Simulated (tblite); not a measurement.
Species: C₆H₇BrOSi₂.
SMILES with atom numbers: `[CH:1]#[C:2][Si@H:3]([Br:4])[SiH2:5][c:6]1[cH:7][cH:8][cH:9][o:10]1` (hydrogens: H11 on C1; H12 on Si3; H13, H14 on Si5; H15 on C7; H16 on C8; H17 on C9)

Computed with GFN2-xTB (tblite), gas phase: L-BFGS steps from a force-field or distance-geometry start until the largest atomic force falls under 0.01 eV/Å.

At the end of the run (lengths in Å): Si3–Br4 2.261, Si3–H12 1.463, Si5–C6 1.868, C8–H16 1.071, Si5–H13 1.467, Si5–H14 1.464, C6–C7 1.369, C2–Si3–Br4 103.6°, C2–Si3–Si5 112.2°, C1–C2–Si3 177.8°, Si5–C6–O10 116.8°, C2–Si3–Si5–C6 179°, Si3–Si5–C6–C7 -116°.

Question: These geometries were met on the way; a selection of coordinates is given. Order them by energy above the end point, lowest first.
A. Si3–Br4 2.246, Si3–H12 1.461, Si5–C6 1.869, C8–H16 1.071, Si5–H13 1.465, Si5–H14 1.463, C6–C7 1.370, C2–Si3–Br4 104.4°, C2–Si3–Si5 113.1°, C1–C2–Si3 176.2°, Si5–C6–O10 117.4°, C2–Si3–Si5–C6 178°, Si3–Si5–C6–C7 -116°
B. Si3–Br4 2.274, Si3–H12 1.459, Si5–C6 1.870, C8–H16 1.068, Si5–H13 1.464, Si5–H14 1.460, C6–C7 1.369, C2–Si3–Br4 105.7°, C2–Si3–Si5 112.4°, C1–C2–Si3 177.7°, Si5–C6–O10 117.6°, C2–Si3–Si5–C6 178°, Si3–Si5–C6–C7 -116°
C. Si3–Br4 2.254, Si3–H12 1.468, Si5–C6 1.894, C8–H16 1.070, Si5–H13 1.470, Si5–H14 1.467, C6–C7 1.361, C2–Si3–Br4 107.0°, C2–Si3–Si5 110.7°, C1–C2–Si3 179.5°, Si5–C6–O10 117.6°, C2–Si3–Si5–C6 179°, Si3–Si5–C6–C7 -115°
D. Si3–Br4 2.265, Si3–H12 1.463, Si5–C6 1.863, C8–H16 1.069, Si5–H13 1.463, Si5–H14 1.460, C6–C7 1.366, C2–Si3–Br4 104.7°, C2–Si3–Si5 113.6°, C1–C2–Si3 176.3°, Si5–C6–O10 117.2°, C2–Si3–Si5–C6 178°, Si3–Si5–C6–C7 -116°
E. Si3–Br4 2.222, Si3–H12 1.493, Si5–C6 1.866, C8–H16 1.091, Si5–H13 1.487, Si5–H14 1.484, C6–C7 1.386, C2–Si3–Br4 108.0°, C2–Si3–Si5 110.3°, C1–C2–Si3 179.1°, Si5–C6–O10 118.4°, C2–Si3–Si5–C6 180°, Si3–Si5–C6–C7 -115°

Answer: A (0.007 eV), D (0.014 eV), B (0.025 eV), C (0.055 eV), E (0.113 eV).

```tsv
step	E above end (eV)	rms distance from the end, all atoms (Å)	largest force (eV/Å)	rms shift of all bonds from the end (Å)
10	0.007	0.028	0.142	0.004
7	0.014	0.035	0.182	0.005
5	0.025	0.043	0.263	0.005
2	0.055	0.052	0.740	0.008
0	0.113	0.058	1.354	0.017
```

Rows stand in the order of the answer.
